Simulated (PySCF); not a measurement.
O2Pb2, SMILES [Pb]12=[Pb]([O]2)[O]1.

Geometry optimised at B3LYP-D3(BJ)/def2-SVP. The def2 effective core potentials stand for the cores of Pb; spin–orbit coupling is left out.

Method: TDA-PBE0/def2-SVPD in PySCF.

Vertical excitations. The molecule is in vacuum. State labels are in the subgroup D2h.

Computed UV-visible absorptions:
```tsv
state	symmetry	energy (eV)	λ (nm)	f	main pairs
S1	Au	3.25	381	0.000	HOMO−1→LUMO 100 %
S2	B3u	3.37	368	0.046	HOMO→LUMO 99 %
S3	B3g	3.45	359	0.000	HOMO−2→LUMO 100 %
S4	B1g	3.63	342	0.000	HOMO−1→LUMO+1 99 %
S5	B2g	3.79	327	0.000	HOMO→LUMO+1 99 %
S6	B3g	4.47	277	0.000	HOMO→LUMO+2 99 %
S7	Ag	4.49	276	0.000	HOMO−1→LUMO+2 99 %
S8	B2u	4.52	275	0.000	HOMO−2→LUMO+1 81 %
S9	B3u	4.68	265	0.012	HOMO−2→LUMO+2 99 %
S10	B2g	4.75	261	0.000	HOMO−4→LUMO 99 %
T1	B3u	2.90	427	0	HOMO→LUMO 97 %
T2	Au	3.23	384	0	HOMO−1→LUMO 100 %
T3	B2g	3.23	383	0	HOMO→LUMO+1 92 %
T4	B2u	3.29	377	0	HOMO−2→LUMO+1 98 %
```
Triplets are in the Tamm–Dancoff approximation.
